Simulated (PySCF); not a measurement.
**In₂O: calculation against measurement**

Isolated In₂O, optimised in PySCF with density fitting and no spin–orbit coupling; def2 sets carry scalar-relativistic core potentials from Rb on. It is a singlet of D∞h symmetry: PBE0/def2-TZVP O–In 2.000 Å (×2).

Measured fundamentals (Jacox, Vibrational and Electronic Energy Levels of Polyatomic Transient Molecules, as compiled in the NIST Chemistry WebBook) beside computed harmonic wavenumbers, in cm⁻¹:

```
     mode as compiled  computed symmetry  measured       medium  PBE0/def2-TZVP
Sigmag+ ino s-stretch                σg+       222          gas             209
             Piu bend                 πu        52          gas              54
Sigmau+ ino a-stretch                σu+     745.4  neon matrix             755
```

Problem. How close does the calculation come?

Solution. Mean absolute differences: PBE0/def2-TZVP 4.0 %. The mean ratio of measured to computed values at PBE0/def2-TZVP is 1.002. Harmonic values should lie a little above fundamentals; matrices shift bands further, usually down by up to a few per cent.
